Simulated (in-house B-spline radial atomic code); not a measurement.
Atomic self-consistent-field run: the germanium ion Ge²⁺ (an excited or competing configuration). All numbers are computed (scalar-relativistic (X2C) BHandHLYP, spin-polarised, spherical fractional occupations, exact exchange averaged over the configuration; Fermi nucleus of rms radius 4.0742 fm) with a B-spline radial code for spherical atoms, not measured.

Command:
```bash
python run_scf.py task.json out
```
Settings (nuclear radius in fm, mass in u):
```
Z                32
configuration    [Ar] 3d9 4s2 5d1
hamiltonian      x2c
method           bhandhlyp
spin_polarised   True
nucleus          fermi
rms_radius       4.0742
atomic_mass      73.92118
speed_of_light   137.035999084
exact_exchange   averaged over the configuration
```

Output (hartree, bohr):
```
 radial grid: 79 intervals, B-splines of order 8, outer radius 53.7037 bohr

 iter        energy (Eh)    residual
    1       -2094.233760    3.82e-01
    2       -2094.934396    2.34e-01
    3       -2095.985215    1.64e-02
    4       -2095.993240    4.73e-03
    5       -2095.993353    7.50e-04
    6       -2095.993360    5.80e-04
    7       -2095.993366    3.13e-05
    8       -2095.993366    3.46e-06
    9       -2095.993366    4.60e-07
   10       -2095.993366    3.37e-08

 total energy                     -2095.99337
 kinetic                            2140.3331
 electron-nucleus                  -5017.4428
 Hartree                             859.6117
 exact exchange                      -38.2775
 exchange-correlation                -40.2179

 orbital      occ     eigenvalue          <r>       <r^2>       <1/r>       r_max
 1s up      1.000      -408.2085    0.0466061  0.00293546     33.0291     0.03029
 1s down    1.000      -408.2081    0.0466059  0.00293542     33.0292     0.03029
 2s up      1.000       -53.4929       0.2094    0.051789     7.22635      0.1758
 2s down    1.000       -53.4486     0.209288   0.0517278     7.23025      0.1758
 2p up      3.000       -46.8624     0.183601   0.0413168     6.97587      0.1411
 2p down    3.000       -46.8225     0.183457   0.0412418      6.9799      0.1411
 3s up      1.000        -8.3081     0.617474    0.438849     2.32282      0.5402
 3s down    1.000        -8.2195     0.618364    0.440179     2.31806      0.5404
 3p up      3.000        -6.2297     0.638067    0.477536     2.15693      0.5411
 3p down    3.000        -6.1284     0.639676    0.480099     2.15035      0.5415
 3d up      5.000        -2.8219     0.690347    0.593811     1.85251      0.4976
 3d down    4.000        -2.7579     0.695103    0.603182     1.84365      0.4988
 4s up      1.000        -1.5107      1.80596     3.68474    0.726971       1.586
 4s down    1.000        -1.4975      1.81546     3.72663     0.72302       1.591
 5d up      1.000        -0.2716       6.7892     51.8782    0.197153       6.704
```

Time taken, with all properties: 0.51 s on 1 thread of Arm Neoverse N1, with other jobs on the host.

One-electron X2C: radii and densities carry no picture-change correction, so inner-shell <1/r> comes out high (for 1s by about 2 % at Z = 33, 5 % at 54, 10 % at 75, 30 % at 118) and <r> low.
